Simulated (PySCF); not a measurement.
# Distorted geometries of [Pb(NH2)3]−

[Pb(NH2)3]− (singlet; a saddle point, relaxed within its symmetry). PySCF 2.14.0, RKS B3LYP, Pb def2-SVP with ECP60, N def2-SVP, H def2-SVP; non-relativistic Hamiltonian with scalar-relativistic core potentials where named; density fitting; no spin-orbit coupling. Relaxed geometry:

```xyz
10

Pb    0.4516    1.3220    0.0000
N    -0.2026   -0.1154    1.7027
H     0.7182   -0.4194    2.0501
H    -0.5442   -0.9588    1.2202
N    -0.2026   -0.1154   -1.7027
H    -0.5442   -0.9588   -1.2202
H     0.7182   -0.4194   -2.0501
N     2.6020    0.6310    0.0000
H     2.8952   -0.3465    0.0000
H     3.4253    1.2324    0.0000
```

Question: Order these distorted geometries by energy above the relaxed one, lowest first.
A.
```xyz
10

Pb    0.4730    1.3983    0.1047
N    -0.2441   -0.1314    1.7549
H     0.7004   -0.7500    1.9511
H    -0.5181   -0.8712    1.3467
N    -0.1805   -0.1860   -1.7523
H    -0.6570   -0.8367   -1.2777
H     0.5847   -0.4993   -1.9746
N     2.6380    0.6699   -0.0329
H     3.0848   -0.1743   -0.0383
H     3.4358    1.2325   -0.0816
```
B.
```xyz
10

Pb    0.5537    1.3176   -0.1118
N    -0.0970   -0.0610    1.7486
H     0.7307   -0.4055    2.0735
H    -0.5145   -0.9509    1.2050
N    -0.2911   -0.2655   -1.6484
H    -0.4981   -0.9557   -1.2945
H     0.6047   -0.6117   -2.0826
N     2.6565    0.6703   -0.0832
H     2.9000   -0.2312    0.0697
H     3.2720    1.3456    0.1238
```
C.
```xyz
10

Pb    0.5170    1.3139   -0.0055
N    -0.1244   -0.1351    1.7061
H     0.5573   -0.3209    1.9108
H    -0.4511   -0.8738    1.5349
N    -0.3829    0.0938   -1.8438
H    -0.5469   -0.8744   -1.1145
H     0.5368   -0.7728   -2.1138
N     2.5449    0.8344    0.1182
H     3.0083   -0.2379   -0.3414
H     3.6579    0.8246    0.1490
```

Answer: B (2.54 eV), A (2.60 eV), C (8.63 eV).

Question: Which forces (eV/Å) act in the one that lies 8.63 eV up?

Answer: 
```
Pb   -2.76   1.11   0.04
N   -23.95  22.04  -6.14
H    31.93  -7.57   9.98
H    -7.66 -14.39  -4.04
N     2.99  -7.00   1.80
H    -0.75   3.26  -1.77
H    -2.23   3.48   0.01
N     7.81  -5.41  -1.65
H    -3.07   2.26   1.02
H    -2.32   2.23   0.75
```
Forces carry noise of the integration grid, about 0.01 to 0.03 eV/Å.
